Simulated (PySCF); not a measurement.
C5H8AlNO3, singlet, GFN2-xTB optimised geometry.

```
18

Al    -2.66    -0.82     0.00
O     -2.95    -1.65    -1.42
H     -3.29    -2.45    -1.78
O     -2.90     0.85     0.00
H     -3.20     1.53    -0.58
O     -2.84    -1.62     1.45
H     -3.17    -1.68     2.34
C      2.12    -0.76     0.27
C      1.31    -0.03     1.12
C     -0.06    -0.09     0.95
N     -0.62    -0.82     0.00
C      0.14    -1.52    -0.81
C      1.52    -1.53    -0.72
H      3.20    -0.74     0.38
H      1.74     0.58     1.91
H     -0.75     0.46     1.57
H     -0.39    -2.09    -1.56
H      2.12    -2.12    -1.40
```

Density from CAM-B3LYP/def2-SVP run with PySCF at that geometry.

Minimum of the electron density along straight lines between bonded atoms, close to the bond critical point (lines longer than 1.1 times the sum of covalent radii, or with two minima, are not listed):

| bond | length / Å | ρ at the minimum / e bohr⁻³ | ∇²ρ there / e bohr⁻⁵ | position (fraction from the first atom) |
|---|---|---|---|---|
| Al1–O2 | 1.674 | 0.100 | 0.97 | 0.43 |
| O2–H3 | 0.943 | 0.363 | -2.51 | 0.82 |
| Al1–O4 | 1.679 | 0.100 | 0.95 | 0.43 |
| O4–H5 | 0.944 | 0.363 | -2.50 | 0.82 |
| Al1–O6 | 1.670 | 0.100 | 0.97 | 0.43 |
| O6–H7 | 0.943 | 0.364 | -2.52 | 0.82 |
| C8–C9 | 1.387 | 0.314 | -0.82 | 0.50 |
| C9–C10 | 1.384 | 0.318 | -0.84 | 0.49 |
| Al1–N11 | 2.038 | 0.050 | 0.31 | 0.40 |
| C10–N11 | 1.321 | 0.349 | -0.87 | 0.34 |
| N11–C12 | 1.320 | 0.349 | -0.86 | 0.66 |
| C8–C13 | 1.386 | 0.315 | -0.82 | 0.50 |
| C12–C13 | 1.385 | 0.317 | -0.84 | 0.51 |
| C8–H14 | 1.080 | 0.286 | -1.13 | 0.64 |
| C9–H15 | 1.079 | 0.285 | -1.11 | 0.64 |
| C10–H16 | 1.079 | 0.292 | -1.21 | 0.66 |
| C12–H17 | 1.079 | 0.292 | -1.21 | 0.66 |
| C13–H18 | 1.079 | 0.285 | -1.11 | 0.64 |
